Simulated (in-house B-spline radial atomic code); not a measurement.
**Ionising Te5+ with different functionals**

Computed with a B-spline radial code for spherical atoms: scalar-relativistic (spin-free X2C) Hamiltonian, Fermi nucleus of rms radius 4.7423 fm, spin-polarised at highest spin, spherical fractional occupations for the functionals, the average over the highest-spin determinants for Hartree-Fock. The ionisation energy is the difference of two self-consistent energies, [Kr] 4d10 5s1 → [Kr] 4d10, without Breit or QED terms; ε is the level of the shell that loses the electron (its least bound occupied spin orbital). There is no spin-orbit coupling in this Hamiltonian.

```tsv
method	rung	ΔSCF (eV)	-ε(5s) (eV)
Hartree-Fock	Hartree-Fock	69.02	69.18
HF fractional	Hartree-Fock	69.02	69.18
LDA VWN5	LDA	71.89	66.16
LDA PW92	LDA	71.88	66.15
LDA exchange-only	LDA	70.64	64.97
PBE	GGA	71.43	65.63
PBEsol	GGA	71.37	65.71
BLYP	GGA	71.71	65.79
RPBE	GGA	71.21	65.41
PW91	GGA	71.56	65.78
BP86	GGA	71.38	65.80
AM05	GGA	71.32	65.71
OLYP	GGA	71.17	65.34
TPSS	meta-GGA	70.88	65.31
SCAN	meta-GGA	70.96	65.97
r2SCAN	meta-GGA	70.74	65.71
revTPSS	meta-GGA	70.72	65.24
PBE0	global hybrid	70.98	66.71
B3LYP	global hybrid	71.50	66.81
TPSSh	global hybrid	70.75	65.77
BHandHLYP	global hybrid	70.88	67.91
r2SCAN0	global hybrid	70.58	66.86
B97-1	global hybrid	70.75	66.21
HSE06	range-separated hybrid	71.03	66.38
wB97X	range-separated hybrid	70.20	68.93
CAM-B3LYP	range-separated hybrid	71.45	68.51
LC-wPBE	range-separated hybrid	70.98	69.72
```

Task: Among the functionals, which spreads more, the ΔSCF values or the orbital energies?

Result: The orbital energies: ΔSCF values span about 1.70 eV and the orbital energies 4.75 eV.

Task: How do they compare with the NIST value?

Result: NIST lists 69 eV ± 2 (tabulated theory, ground level to ground level). Errors run from -0.08 to +2.79 eV; all lie within about twice that uncertainty, so the table can't rank the methods. Hartree-Fock also lacks correlation.
